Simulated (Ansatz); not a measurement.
Ge₁₉PH₃₆, relaxed as a doublet with UKS PBE-D4/def2-SVP in Ansatz, starting from a model built from a lattice or polyhedron. Force threshold 0.03 eV/Å.

Single mean-field runs in def2-SVP are fitted with def2-universal-jkfit.

Start:

Cartesian coordinates in Å:
```
Ge 0.133 -2.548 3.067
Ge -3.375 -4.142 1.923
Ge -3.507 -1.576 -1.150
Ge 3.630 -0.971 4.229
Ge 3.488 1.566 1.156
Ge -0.138 2.565 -3.076
Ge -3.641 0.974 -4.214
Ge 3.324 4.149 -1.922
Ge -0.922 -4.315 1.723
Ge 2.567 -2.703 2.843
P -0.588 -0.327 2.347
Ge -1.053 -1.689 -1.395
Ge -4.101 -1.930 1.219
Ge -4.236 0.629 -1.868
Ge 2.441 -0.147 -0.221
Ge 2.876 1.229 3.495
Ge 2.724 3.804 0.417
Ge -1.213 0.827 -4.463
Ge 2.301 2.432 -3.288
Ge -0.748 2.208 -0.713
H -0.238 -2.780 4.518
H -3.743 -4.365 3.378
H -4.001 -5.214 1.040
H -4.157 -2.641 -2.026
H 3.233 -1.199 5.680
H 5.164 -1.075 4.068
H 4.997 1.495 1.022
H -0.590 3.920 -3.513
H -4.287 -0.080 -5.098
H -4.116 2.362 -4.673
H 4.863 4.058 -2.071
H 2.879 5.489 -2.398
H -0.437 -5.668 2.128
H -0.531 -4.054 0.247
H 3.030 -4.062 3.295
H 2.981 -2.500 1.381
H -2.109 -0.242 2.479
H 0.033 0.734 3.216
H -0.583 -3.100 -0.938
H -0.667 -1.496 -2.823
H -5.576 -1.843 1.329
H -3.467 -0.849 2.016
H -5.775 0.707 -1.738
H -3.603 1.705 -1.005
H 2.899 -1.521 0.217
H 2.818 0.053 -1.687
H 1.380 1.310 3.648
H 3.542 2.317 4.352
H 1.229 3.884 0.573
H 3.395 4.855 1.272
H -0.710 -0.537 -4.011
H -0.835 1.059 -5.887
H 2.765 1.010 -2.867
H 2.665 2.631 -4.770
H -2.286 2.305 -0.572
H -0.121 3.298 0.112
```

| step | energy (eV) | largest force component (eV/Å) | SCF passes |
| --- | --- | --- | --- |
| 1 | -1083419.2027 | 1.746 | 31 |
| 2 | -1083420.6237 | 0.970 | 31 |
| 3 | -1083421.3673 | 0.881 | 33 |
| 4 | -1083421.9805 | 0.658 | 29 |
| 5 | -1083422.5496 | 0.556 | 27 |
| 6 | -1083423.0237 | 0.576 | 22 |
| 7 | -1083423.4189 | 0.565 | 22 |
| 8 | -1083423.6891 | 0.279 | 21 |
| 9 | -1083423.8811 | 0.230 | 20 |
| 10 | -1083423.9866 | 0.137 | 20 |
| 11 | -1083424.0648 | 0.127 | 20 |
| 12 | -1083424.0984 | 0.212 | 20 |
| 13 | -1083424.1196 | 0.204 | 19 |
| 14 | -1083424.1499 | 0.064 | 20 |
| 15 | -1083424.1651 | 0.020 | 20 |
| 16 | -1083424.1676 | 0.205 | 20 |
| 17 | -1083424.1703 | 0.145 | 19 |
| 18 | -1083424.1723 | 0.022 | 19 |

Force components are those of the run's own axes.

End:

```xyz
56

Ge    0.028   -2.512    3.337
Ge   -3.496   -4.181    2.034
Ge   -3.506   -1.785   -1.277
Ge    3.645   -0.837    4.193
Ge    3.471    1.564    0.887
Ge   -0.053    2.644   -2.871
Ge   -3.524    1.013   -4.294
Ge    3.572    4.422   -2.078
Ge   -1.057   -4.348    2.143
Ge    2.458   -2.682    3.114
P    -0.710   -0.441    2.485
Ge   -1.079   -2.120   -1.330
Ge   -4.366   -2.152    0.984
Ge   -4.271    0.411   -2.046
Ge    1.828    0.239   -0.358
Ge    3.131    1.382    3.301
Ge    3.252    3.930    0.296
Ge   -1.105    1.233   -4.572
Ge    2.271    2.981   -3.564
Ge   -0.181    1.598   -0.653
H    -0.327   -2.631    4.853
H    -4.055   -4.288    3.484
H    -4.035   -5.406    1.238
H    -4.155   -2.878   -2.187
H     3.314   -0.871    5.715
H     5.177   -1.070    4.046
H     4.916    1.082    0.551
H    -0.777    4.025   -2.862
H    -4.069   -0.055   -5.288
H    -4.180    2.375   -4.670
H     5.084    4.281   -2.420
H     3.167    5.903   -2.338
H    -0.702   -5.668    2.893
H    -0.462   -4.455    0.711
H     2.903   -4.015    3.787
H     2.845   -2.768    1.613
H    -2.032   -0.570    3.046
H    -0.223    0.300    3.623
H    -0.719   -3.590   -1.734
H    -0.358   -1.176   -2.348
H    -5.919   -2.258    0.914
H    -4.028   -0.917    1.867
H    -5.831    0.368   -2.035
H    -3.836    1.501   -1.027
H     1.529   -1.104    0.363
H     2.415   -0.103   -1.758
H     1.661    1.761    3.637
H     4.045    2.421    4.018
H     1.826    4.391    0.714
H     4.269    4.760    1.134
H    -0.444   -0.174   -4.552
H    -0.836    1.854   -5.976
H     2.961    1.589   -3.643
H     2.291    3.587   -4.999
H    -1.476    0.749   -0.552
H    -0.246    2.692    0.451
```

Bonds formed: Ge15–Ge20 (atoms count from 1).

The force fell under the threshold at step 15, but the optimiser went on and released 0.007 eV more. No frequencies were taken in this run, so the end may be a saddle point.

It took 74 s on 11 threads of AMD EPYC 7R13 on a shared host and a whole NVIDIA H100 80GB HBM3, peak host memory 1.6 GiB.
